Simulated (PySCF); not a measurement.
PySCF 2.14 output of a UHF calculation on a single atom or ion in x2c-QZVPPall (16s10p9d6f2g, 151 functions), with scalar relativity by spin-free X2C-1e:

```
SCF conv_tol = 1e-09
number electrons alpha = 28  beta = 27
cycle= 1 E= -8488.70950890514  delta_E= -6.4e-10  |g|= 7.48e-06  |ddm|= 0.000252
converged SCF energy = -8488.70950890514  <S^2> = 0.75048411  2S+1 = 2.000484
```

The run itself started from symmetry-adapted Hartree-Fock orbitals and held the occupation by maximum overlap, so the iterations belong to that start.

Problem. Which element, charge and spin multiplicity is this?

Solution. La²⁺ (lanthanum, charge +2), multiplicity 2; the state was [Xe] 6s1, 2S determinant (an excited configuration).

Spin-orbit coupling, which splits the p, d and f shells strongly at this Z, is absent.
